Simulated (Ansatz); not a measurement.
Species: AlO2H3, charge 0, singlet. AlO2H3 (SMILES [OH][AlH][OH]).
B3LYP-D3(BJ)/def2-TZVP minimum from Ansatz (an electronic-structure program):
```
Al
O 1 1.6958
H 2 0.9570 1 127.09
O 1 1.6958 2 124.18 3 0.00
H 4 0.9570 1 127.09 2 0.00
H 1 1.5588 2 117.91 3 -180.00
```
Charge 0, spin multiplicity 1.

Wanted: atomisation energy (electronic, to ground-state atoms), in kcal/mol. Open shells are spin-unrestricted; no spin-orbit coupling. CBS(X,Y): correlation extrapolated as X^-3, Hartree-Fock from the larger set (Q,5: extrapolated as (X+1)exp(-9√X)). A bracket is a step between two methods taken in the basis named. The functionals are non-relativistic, so their misses hold any scalar relativity. Double hybrids freeze cores in their MP2 part. '+ core + X2C': CCSD(T) terms for core correlation (cc-pwCVTZ, 1s frozen past Ne) and scalar relativity (cc-pVTZ-DK). For partners of very few electrons the exact lower level stands in for a higher one.

CCSD(T)/CBS(cc-pV(Q+d)Z,cc-pV(5+d)Z) + [CCSDT(Q) - CCSD(T)]/cc-pV(D+d)Z + core + X2C (Ansatz) gives 520.4 kcal/mol.

### Question
How far off this value is PBE/def2-TZVPD (Ansatz), in which direction, and which of these levels come nearer: r2SCAN/def2-TZVPD, B3LYP/def2-TZVPD, PBE0/def2-TZVPD, wB97M-V/def2-TZVPD, B2PLYP/def2-TZVPD, CCSD(T)/CBS(cc-pV(Q+d)Z,cc-pV(5+d)Z) + core + X2C?

### Answer
PBE gives 515.0 kcal/mol, 5.4 kcal/mol below it. Differences of the others: r2SCAN/def2-TZVPD (Ansatz) -5.8; B3LYP/def2-TZVPD (Ansatz) -11.8; PBE0/def2-TZVPD (Ansatz) -18.6; wB97M-V/def2-TZVPD (Ansatz) -4.9; B2PLYP/def2-TZVPD (Ansatz) -11.4; CCSD(T)/CBS(cc-pV(Q+d)Z,cc-pV(5+d)Z) + core + X2C (Ansatz) -0.7 kcal/mol. Nearer than PBE: wB97M-V/def2-TZVPD, CCSD(T)/CBS(cc-pV(Q+d)Z,cc-pV(5+d)Z) + core + X2C.
